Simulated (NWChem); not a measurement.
System: BSiH4O2F; SMILES OB(O[SiH3])F

Parts of the log:

```
             Northwest Computational Chemistry Package (NWChem) 7.3.0
             --------------------------------------------------------

 CS  symmetry detected

                             Geometry "geometry" -> ""
                             -------------------------

 Output coordinates in angstroms (scale by  1.889725989 to convert to a.u.)

  No.       Tag          Charge          X              Y              Z
 ---- ---------------- ---------- -------------- -------------- --------------
    1 B                    5.0000     0.02303766    -0.95999214     0.00000000
    2 F                    9.0000     0.75541157    -2.07553215     0.00000000
    3 O                    8.0000    -1.33096704    -1.03878651     0.00000000
    4 H                    1.0000    -1.65453645    -1.94500205     0.00000000
    5 O                    8.0000     0.65209957     0.23308815     0.00000000
    6 Si                  14.0000     0.03811628     1.79378358     0.00000000
    7 H                    1.0000    -0.78642735     2.02427869    -1.22080964
    8 H                    1.0000     1.21081055     2.70881151     0.00000000
    9 H                    1.0000    -0.78642735     2.02427869     1.22080964

 Effective nuclear repulsion energy (a.u.)     221.4754399928

      Symmetry information
      --------------------

 Group name             Cs
 Group number              2
 Group order               2
 No. of unique centers     8

                                 NWChem DFT Module
                                 -----------------

 Summary of "ao basis" -> "ao basis" (spherical)
 ------------------------------------------------------------------------------
       Tag                 Description            Shells   Functions and Types
 ---------------- ------------------------------  ------  ---------------------
 B                          6-31+g*                  8       18   4s3p1d
 F                          6-31+g*                  8       18   4s3p1d
 O                          6-31+g*                  8       18   4s3p1d
 H                          6-31+g*                  2        2   2s
 Si                         6-31+g*                 10       22   5s4p1d

      Symmetry analysis of basis
      --------------------------

        a'         74
        a"         28

[...]

                                NWChem TDDFT Module
                                -------------------

            General Information
            -------------------
           No. of orbitals :     204
            Alpha orbitals :     102
             Beta orbitals :     102
        Alpha frozen cores :       0
         Beta frozen cores :       0
     Alpha frozen virtuals :       0
      Beta frozen virtuals :       0
         Spin multiplicity :       1
    Number of AO functions :     102
        Use of symmetry is : off
      Symmetry adaption is : on
         Schwarz screening :  0.10D-07

              XC Information
              --------------
                 BHLYP Method XC Functional
              Hartree-Fock (Exact) Exchange   0.50
                 Slater Exchange Functional   0.50 local
             Becke 1988 Exchange Functional   0.50 non-local
       Lee-Yang-Parr Correlation Functional   1.00

             TDDFT Information
             -----------------
          Calculation type : Tamm-Dancoff TDDFT
         Wavefunction type : Restricted singlets
          No. of electrons :      48
           Alpha electrons :      24
            Beta electrons :      24
              No. of roots :       8
          Max subspacesize :    5600
            Max iterations :     100
               Target root :       1
           Target symmetry : none
      Symmetry restriction : off
                 Algorithm : Optimal
        Davidson threshold :  0.10D-03

    8 smallest eigenvalue differences (eV)
--------------------------------------------------------
  No. Spin  Occ  Vir  Irrep   E(Occ)    E(Vir)   E(Diff)
--------------------------------------------------------
    1    1   24   25 a"       -0.393     0.005    10.806
    2    1   23   25 a'       -0.398     0.005    10.965
    3    1   24   26 a"       -0.393     0.026    11.379
    4    1   23   26 a'       -0.398     0.026    11.539
    5    1   24   27 a"       -0.393     0.038    11.704
    6    1   23   27 a'       -0.398     0.038    11.863
    7    1   24   28 a'       -0.393     0.049    12.012
    8    1   22   25 a"       -0.441     0.005    12.113
--------------------------------------------------------

  Entering Davidson iterations
  Restricted singlet excited states

  Iter   NTrls   NConv    DeltaV     DeltaE      Time
  ----  ------  ------  ---------  ---------  ---------
    1      8       0     0.50E-01   0.10+100       14.5
    2     16       0     0.25E-01   0.11E-01       15.7
    3     24       0     0.13E-01   0.20E-02       14.9
    4     32       0     0.90E-02   0.65E-03       16.6
    5     40       0     0.46E-02   0.24E-03       15.9
    6     48       2     0.47E-02   0.99E-04       14.4
    7     54       5     0.11E-01   0.26E-03       13.2
    8     57       5     0.72E-02   0.42E-03       11.5
    9     60       6     0.18E-02   0.75E-04       12.6
   10     62       7     0.53E-03   0.45E-05       12.1
   11     63       7     0.22E-03   0.45E-06       10.0
   12     64       8     0.91E-04   0.57E-07       12.1
  ----  ------  ------  ---------  ---------  ---------
  Convergence criterion met

  Ground state a'       -567.112884073765 a.u.

[...]
```

Level: BHandHLYP/6-31+G* (spherical d), TDA. Structure relaxed at the PBE0/def2-SVP level.

### Question
Which NWChem input produces such a log?

### Answer
One answer among several that fit: the input that was run:
```
start job
memory heap 200 mb stack 900 mb global 1100 mb
geometry units angstroms noautoz
  B      0.029135     0.960882     0.111881
  F      0.703202     2.060619     0.453953
  O     -1.176497     1.068410    -0.500023
  H     -1.447795     1.981292    -0.637746
  O      0.567350    -0.245287     0.385085
  Si    -0.009590    -1.792593     0.092288
  H     -1.301731    -2.005414     0.805348
  H      1.018416    -2.732316     0.614411
  H     -0.196232    -2.005641    -1.371663
end
basis spherical
  B library 6-31+g*
  F library 6-31+g*
  O library 6-31+g*
  H library 6-31+g*
  Si library 6-31+g*
end
dft
  xc bhlyp
  iterations 150
end
tddft
  cis
  nroots 8
  notriplet
end
task tddft energy
```
